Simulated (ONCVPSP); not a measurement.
Transferability test, ONCV potential for Zr (Z = 40)

Zr, optimised norm-conserving Vanderbilt (ONCV), made with ONCVPSP 4.0.1 (LDA (Perdew-Zunger), scalar-relativistic). Core [Ar] 3d10, reference 4s2 4p6 4d2 5s2. Waves: 4s+5s: rc 2.25 bohr, ncon 3, nbas 6, qcut 4.9 1/bohr, 2 projectors; 4p: rc 1.25 bohr, ncon 4, nbas 8, qcut 7.1 1/bohr, 1 projector; 4d: rc 3.05 bohr, ncon 3, nbas 8, qcut 4.1 1/bohr, 2 projectors, debl 0.6 Ha; f scattering state at 0.17 Ha: rc 3.00 bohr, ncon 5, nbas 10, qcut 3.8 1/bohr, 2 projectors, debl 0.7 Ha. Local part: polynomial inside 1.15 bohr (lpopt 3, dvloc0 6 Ha). Core correction: none.

Energies are relative to the spin-unpolarised reference configuration 4s2 4p6 4d2 5s2; without spin polarisation the order of configurations can differ from experiment.

| valence configuration | charge | ΔE all-electron (eV) | error AE − PS (meV) |
| --- | --- | --- | --- |
| 4s2 4p6 4d2 5s1 | +1 | 7.352 | -2.4 |
| 4s2 4p6 4d1 5s0 | +3 | 43.414 | +108 |
| 4s2 4p6 4d2 5s0 5p2 | 0 | 6.396 | +26 |

Q: What are ΔE and the potential's error for 4s2 4p6 4d2 5s0?

A: ΔE = 20.593 eV all-electron; the error (AE − PS) is -17 meV.

Levels in the configuration 4s2 4p6 4d2 5s0:

```csv
level,all-electron (eV),pseudo (eV)
4s,-69.104,-69.312
4p,-47.054,-47.172
4d,-17.513,-17.540
```

Note: ghosts flagged at negative energy: d at -370.7 eV; no localised positive-energy state flagged. A true bound ghost makes a file unfit for plane-wave use.
